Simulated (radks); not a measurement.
Question: These are the eigenvalues of the occupied orbitals of an atom or ion with whole-number occupations (hartree). Method: scalar-relativistic Kohn-Sham, exchange-only LDA, spin-polarised, spherical densities, point nucleus; computed with a radial shooting solver on a logarithmic mesh with Libxc functionals.

1s up: -1515.631
1s down: -1514.930
2s up: -372.0856

Which element is it, and in what charge state? The configuration may be excited. Open shells, if any, are filled with parallel spins first.

Answer: Z = 55, caesium, charge +52: Cs52+ in [He] 2s1. The list shows which subshells hold electrons but not how many an open one holds; the 1s level, -1515.6 hartree, gives Z - s = 55.1 by -(Z - s)^2/2, which with screening and relativity narrows Z to a few neighbours, and the depths of the outer levels then fix element, charge and occupations together.
